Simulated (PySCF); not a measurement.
UHF on Rh⁺ (rhodium, charge +1)

Configuration: [Kr] 4d8, high-spin 3F determinant. Computed with PySCF 2.14 in x2c-TZVPall (8s6p6d1f, 63 functions), with the spin-free X2C one-electron Hamiltonian (Gaussian nucleus).

- Total energy: -4780.955317 hartree
- One-electron energy: -6583.1871 hartree
- Hartree (Coulomb) energy: 1939.7874 hartree
- Exchange energy: -137.5556 hartree
- ⟨S²⟩: 2.0034
- ⟨L²⟩: 12.035
- Sum of ⟨r⟩: 28.58 bohr
- Sum of ⟨r²⟩: 36.04 bohr²
- Langevin diamagnetic susceptibility: -28.5 ×10⁻⁶ cm³/mol
- Time after the integrals: 0.36 s of wall time on 1 thread of Intel(R) Xeon(R) 6975P-C (shared host)

| shell | electrons | mean orbital energy (eV) | spread (eV) | rms radius, mean of both spins (bohr) |
| --- | --- | --- | --- | --- |
| 1s β | 1 | -23349.0 | 0 | 0.0374 |
| 1s α | 1 | -23349.0 | 0 | 0.0374 |
| 2s α | 1 | -3473.3 | 0 | 0.154 |
| 2s β | 1 | -3472.8 | 0 | 0.154 |
| 2p α | 3 | -3108.1 | 0 | 0.137 |
| 2p β | 3 | -3107.6 | 0 | 0.137 |
| 3s α | 1 | -661.96 | 0 | 0.415 |
| 3s β | 1 | -661.69 | 0 | 0.415 |
| 3p α | 3 | -538.62 | 0 | 0.419 |
| 3p β | 3 | -538.28 | 0 | 0.419 |
| 3d α | 5 | -341.24 | 0.283 | 0.403 |
| 3d β | 5 | -340.45 | 1.078 | 0.403 |
| 4s α | 1 | -110.24 | 0 | 1.05 |
| 4s β | 1 | -106.94 | 0 | 1.05 |
| 4p α | 3 | -73.545 | 0 | 1.17 |
| 4p β | 3 | -69.287 | 0 | 1.17 |
| 4d α | 5 | -20.076 | 1.039 | 1.67 |
| 4d β | 3 | -18.398 | 0 | 1.67 |

Densities and radii are taken from the X2C orbitals without a picture-change correction, which distorts them close to the nucleus.
